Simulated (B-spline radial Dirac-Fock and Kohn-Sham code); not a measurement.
## Dy²⁹⁺: L3-M23M23 lines in intermediate coupling

System: Dy²⁹⁺, [Kr] 4d1.

Method: Dirac-Fock (average of configuration) total-energy differences with a finite nucleus, the Breit interaction including its frequency dependence, and self-energy and vacuum-polarisation corrections. Computed with a radial B-spline solver. The two-hole levels come from diagonalising the Coulomb interaction among the jj configurations; intensities are independent-particle Coulomb rates. Kinetic energies are from the vacuum level. Electron correlation is not included. Open outer shells are spectators and are not coupled to the holes.

```csv
kinetic energy (eV),J,leading jj holes (weight),leading LS term (weight),intensity (%)
2994.8,0,M2M2 (1.00),³P0 (0.62),0.3
3171.1,2,M2M3 (1.00),¹D2 (0.70),30.5
3179.8,1,M2M3 (1.00),³P1 (1.00),13.2
3332.5,0,M3M3 (1.00),¹S0 (0.62),13.1
3348.9,2,M3M3 (1.00),³P2 (0.70),42.9
```

The strongest line, by its leading LS label ³P2, lies at 3348.9 eV. The mean weight of the leading component is 1.00 in jj and 0.73 in LS coupling, so jj labels describe these levels better.
